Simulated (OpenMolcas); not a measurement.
Cr3+ (d3) in a complex was computed by SS-CASPT2, IPEA 0.25 Eh, imaginary shift 0.1 Eh with the d shell active (OpenMolcas, ANO-RCC-VTZP on the metal). Its lowest spin-free states, and all those of the highest spin:

```json
{"2S+1": "4", "Degeneracy": "1", "E (cm-1)": "0"}
{"2S+1": "4", "Degeneracy": "2", "E (cm-1)": "9640"}
{"2S+1": "2", "Degeneracy": "1", "E (cm-1)": "10550"}
{"2S+1": "2", "Degeneracy": "2", "E (cm-1)": "11120"}
{"2S+1": "2", "Degeneracy": "1", "E (cm-1)": "11180"}
{"2S+1": "2", "Degeneracy": "1", "E (cm-1)": "11670"}
{"2S+1": "4", "Degeneracy": "1", "E (cm-1)": "12230"}
{"2S+1": "4", "Degeneracy": "1", "E (cm-1)": "13800"}
{"2S+1": "2", "Degeneracy": "1", "E (cm-1)": "15550"}
{"2S+1": "2", "Degeneracy": "2", "E (cm-1)": "17120"}
{"2S+1": "2", "Degeneracy": "1", "E (cm-1)": "18440"}
{"2S+1": "4", "Degeneracy": "2", "E (cm-1)": "18520"}
{"2S+1": "4", "Degeneracy": "2", "E (cm-1)": "26260"}
{"2S+1": "4", "Degeneracy": "1", "E (cm-1)": "26750"}
```

Problem. Is the site octahedral, tetrahedral or cube-like, axial, or of lower symmetry?

Solution. The states with 2S+1 = 4 have orbital degeneracies 1, 2, 1, 1, 2, 2, 1. There are pairs but no triples, so the site is axial: not cubic, but with a proper or improper axis of order three or more. The run had Cr3+ with 6 ligands (sulfide, chloride on the axis) in tetragonal octahedral coordination (D4h) at 2.4 Å, the axial distance 2.376 Å. A charge of +1.17 e stands 3.2 Å behind each ligand. Ligand basis ANO-RCC-VDZP.

Over all roots computed the reference weight is 0.59 to 0.62; a low but even weight reflects the number of correlated electrons. The least metal-like active orbital is 84 % on the metal (Löwdin) and no ligand orbital is active, so the numbers are rough. The sulfide ions are held by bare point charges, a crude embedding. Ligand-to-metal charge-transfer states are missing. With no ligand orbital active B as a rule stays too high, so bands that hang on it stand too high and its fall with covalency is understated. With one d shell and no ligand orbital active, 10Dq can be off by a tenth or more. No measured value stands beside these numbers; the geometry was imposed, not optimised, and the real ion may take another.
